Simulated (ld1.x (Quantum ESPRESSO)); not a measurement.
**u(r) = r·R(r): atom against pseudo-atom (Os)**

Columns: radius, all-electron u(r) and pseudo u(r) of the 5d shell (level -7.13 eV) of osmium in the configuration [Kr] 4d10 4f14 5s2 5p6 5d6 6s1.5 6p0.5; PBE, scalar-relativistic, TM semilocal scheme, ld1.x (Quantum ESPRESSO) 7.5.

| r (bohr) | all-electron | pseudo |
| --- | --- | --- |
| 0.128 | 0.2342 | 0.0037 |
| 0.255 | -0.1876 | 0.0278 |
| 0.382 | -0.3703 | 0.0867 |
| 0.510 | -0.2023 | 0.1849 |
| 0.638 | 0.0840 | 0.3139 |
| 0.765 | 0.3502 | 0.4548 |
| 0.893 | 0.5550 | 0.5887 |
| 1.020 | 0.6908 | 0.6958 |
| 1.148 | 0.7697 | 0.7677 |
| 1.275 | 0.8044 | 0.8028 |
| 1.402 | 0.8079 | 0.8075 |
| 1.530 | 0.7903 | 0.7902 |
| 1.658 | 0.7591 | 0.7591 |
| 1.785 | 0.7202 | 0.7202 |
| 1.912 | 0.6771 | 0.6771 |
| 2.040 | 0.6320 | 0.6320 |
| 2.168 | 0.5869 | 0.5869 |
| 2.295 | 0.5433 | 0.5433 |
| 2.422 | 0.5015 | 0.5015 |
| 2.550 | 0.4616 | 0.4616 |
| 2.678 | 0.4240 | 0.4240 |
| 2.805 | 0.3892 | 0.3892 |
| 2.932 | 0.3568 | 0.3568 |
| 3.060 | 0.3265 | 0.3265 |
| 3.188 | 0.2985 | 0.2985 |
| 3.315 | 0.2730 | 0.2730 |

Q: How many radial nodes do the two functions have?

A: The all-electron 5d function has n − l − 1 = 2; the pseudo-wave has 0, since the states of the same l below it are removed with the core.

Q: At about which radius was the pseudo-wave matched?

A: 1.70 bohr. The columns agree to 0.0005 from 1.40 bohr on; several derivatives are matched, so the curves merge somewhat inside the radius.

Q: Where does each function peak?

A: Outermost all-electron maximum near 1.40 bohr, pseudo maximum near 1.40 bohr (to the table’s step).

Q: Is the pseudo-wave norm-conserving?

A: Yes: the TM semilocal scheme keeps the norm inside the radius equal to the all-electron one, which fixes the energy derivative of the logarithmic derivative at the level.
